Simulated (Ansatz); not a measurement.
The same path of AsH3 + H6OSi2 (13 atoms, charge 0, multiplicity 1) was run twice with different band settings. Lost on the way: Si1–O2, H6–As7. Made: Si1–As7, O2–H6.

Theory: RKS PBE-D4/def2-SVP in Ansatz 0.2.0.

Relaxed end points:

```xyz
13
Properties=species:S:1:pos:R:3
Si -0.138 -0.705 1.214
O 1.467 -0.162 1.182
H -0.386 -1.792 0.192
H -0.496 -1.285 2.564
Si -1.460 1.188 0.784
H 1.590 0.186 -1.254
As 1.241 0.150 -2.755
H 2.140 -0.862 1.250
H -1.092 1.827 -0.526
H -2.908 0.774 0.730
H -1.292 2.199 1.884
H -0.235 -0.163 -2.439
H 1.570 -1.355 -2.826
```

```xyz
13
Properties=species:S:1:pos:R:3
Si -0.435 -1.037 0.088
O 1.672 1.086 0.932
H -1.532 -2.034 -0.202
H 0.448 -1.656 1.143
Si -1.277 1.060 0.745
H 2.046 0.899 0.047
As 0.956 -0.712 -1.840
H 2.006 0.341 1.467
H -0.787 2.151 -0.167
H -2.782 1.012 0.621
H -0.950 1.366 2.177
H -0.236 -0.297 -2.719
H 0.872 -2.180 -2.291
```

Common settings: movable images 5; climbing image yes; spring 5.0 eV/Å²; optimiser quadratic models (default); start path through a guess of the saddle point; iteration limit 60; end points relaxed.

| run | force threshold |
| --- | --- |
| 1 | 0.05 eV/Å |
| 2 | 0.5 eV/Å |

Q: What does each run give, and how far can it be trusted?

A: Run 1: converged after 24 iterations, highest image 1.546 eV above the first end. A vibrational analysis at the climbing image gives 2 clearly imaginary modes (299i, 95i cm⁻¹): a point of higher order, so a lower path passes nearby.
Run 2: converged after 13 iterations, highest image 1.653 eV above the first end. The threshold of 0.5 eV/Å is loose, so the images may lie well off the minimum-energy path. Neighbouring images differ by up to 1.4 eV, so the band resolves the path poorly. The order of the stationary point at the top wasn't checked.
The orbitals stay closed-shell, which can raise the energy where a bond breaks towards radicals; this wasn't checked here.
